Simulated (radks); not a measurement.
The fluorine anion F-, [Ne], held by a Watson sphere: a shell of charge +1 at radius R that stands for the Madelung well of a crystal (potential energy -1/R inside, -1/r outside, in hartree with lengths in bohr). Method: non-relativistic Kohn-Sham, LDA (Slater exchange, Perdew-Wang correlation), spin-polarised, spherical densities, point nucleus; computed with a radial shooting solver on a logarithmic mesh with Libxc functionals. Response by self-consistent Sternheimer equations with the Hartree and adiabatic LDA kernel. The sphere does not respond.

| R (bohr) | e(1s) (eV) | e(2s) (eV) | e(2p) (eV) | <r> 2p (bohr) | sum of <r^2> (bohr^2) | X-ray form factor at sin(theta)/lambda = 0.3 1/angstrom | alpha (bohr^3) |
|---|---|---|---|---|---|---|---|
| 1.62 | -654.05 | -28.580 | -10.459 | 1.185 | 14.09 | 5.160 | 6.253 |
| 1.63 | -654.05 | -28.541 | -10.427 | 1.186 | 14.11 | 5.158 | 6.290 |
| 1.76 | -653.91 | -28.047 | -10.010 | 1.199 | 14.44 | 5.130 | 6.795 |
| 2.07 | -653.46 | -26.984 | -9.073 | 1.225 | 15.14 | 5.086 | 8.081 |
| 2.22 | -653.20 | -26.525 | -8.653 | 1.236 | 15.44 | 5.072 | 8.737 |
| 3.25 | -651.42 | -24.137 | -6.352 | 1.284 | 16.94 | 5.041 | 13.49 |
| 3.57 | -650.94 | -23.595 | -5.813 | 1.293 | 17.27 | 5.039 | 14.97 |
| 3.81 | -650.61 | -23.232 | -5.450 | 1.299 | 17.48 | 5.038 | 16.05 |

Estimate the row for R = 2.94 bohr.

Answer. e(1s) (eV) -651.92; e(2s) (eV) -24.740; e(2p) (eV) -6.946; <r> 2p (bohr) 1.274; sum of <r^2> (bohr^2) 16.57; X-ray form factor at sin(theta)/lambda = 0.3 1/angstrom 5.044; alpha (bohr^3) 12.05.
